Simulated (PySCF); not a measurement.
## Cost of excited-state runs on SMILES N#C/C=C/N1CCCC1, C₇H₁₀N₂

Cartesian coordinates in Å; atom numbers follow the order of the lines, from 1:
```xyz
19

N     4.913   -0.352   -0.161
C     3.786   -0.384    0.069
C     2.423   -0.431    0.360
C     1.514    0.133   -0.467
N     0.184    0.152   -0.285
C    -0.746    0.746   -1.220
C    -2.088    0.130   -0.831
C    -1.948   -0.029    0.682
C    -0.487   -0.447    0.849
H     2.145   -0.938    1.272
H     1.854    0.624   -1.370
H    -0.770    1.838   -1.096
H    -0.462    0.522   -2.251
H    -2.931    0.755   -1.116
H    -2.201   -0.848   -1.302
H    -2.637   -0.763    1.094
H    -2.123    0.928    1.174
H    -0.057   -0.087    1.789
H    -0.380   -1.539    0.817
```

PySCF with density fitting, on 1 thread of an Intel Xeon Platinum 8488C, shared host. Command: `OMP_NUM_THREADS=1 python excited_run.py task.json out`

Question: How long does each of these runs take, and how much memory?
- magnetisability and related constants, B3LYP/pcSseg-1; usual settings
- magnetisability and related constants, BHandHLYP/STO-3G; fitting basis def2-universal-jkfit

Answer: 
```csv
run,level,basis functions,wall time,peak memory (GiB)
magnetisability and related constants,B3LYP/pcSseg-1,203,52 s,0.97
magnetisability and related constants,BHandHLYP/STO-3G,55,12 s,0.57
```
Times from a shared host are rough.
